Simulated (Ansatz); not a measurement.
The same path of BH5N2 + Cl (9 atoms, charge 0, multiplicity 2) was run twice with different band settings.

The calculation used UKS B3LYP/def2-SVP (Ansatz 0.2.0).

Relaxed end points:

```xyz
9
Properties=species:S:1:pos:R:3
B 0.169 0.614 -0.116
H 0.214 1.648 0.499
N 1.304 0.140 -0.783
H 1.354 -0.747 -1.272
H 2.197 0.611 -0.710
N -1.095 -0.083 -0.176
H -1.937 0.300 0.235
H -1.261 -0.928 -0.713
Cl -0.945 -1.554 1.875
```

```xyz
9
Properties=species:S:1:pos:R:3
B -0.015 0.133 -0.070
H -0.021 0.181 1.205
N 1.252 0.045 -0.664
H 2.093 -0.056 -0.111
H 1.412 0.017 -1.664
N -1.271 0.193 -0.691
H -2.130 0.239 -0.161
H -1.410 0.152 -1.694
Cl 0.088 -0.905 2.689
```

Common settings: spring 5.0 eV/Å²; optimiser quadratic models (default); start path through a guess of the saddle point; force threshold 0.05 eV/Å; iteration limit 60; end points relaxed.

| run | movable images | climbing image |
| --- | --- | --- |
| 1 | 7 | yes |
| 2 | 3 | no |

Problem. What does each run give, and how far can it be trusted?

Solution. Run 1: converged after 18 iterations, highest image 0.649 eV above the first end. The profile has 2 maxima (images 2, 5) with wells between them (image 3): this band takes more than one step, which may be the mechanism or a detour left from its start path. A vibrational analysis at the climbing image gives one clearly imaginary mode, 325i cm⁻¹: a first-order saddle point.
Run 2: converged after 16 iterations, highest image 0.422 eV above the first end. No image climbed, so the highest image needn't sit at the top of the path. A band with more images between the same ends climbed to 0.65 eV, so this one has probably stepped over the top. So few images can step over the top or miss a turn of the path.
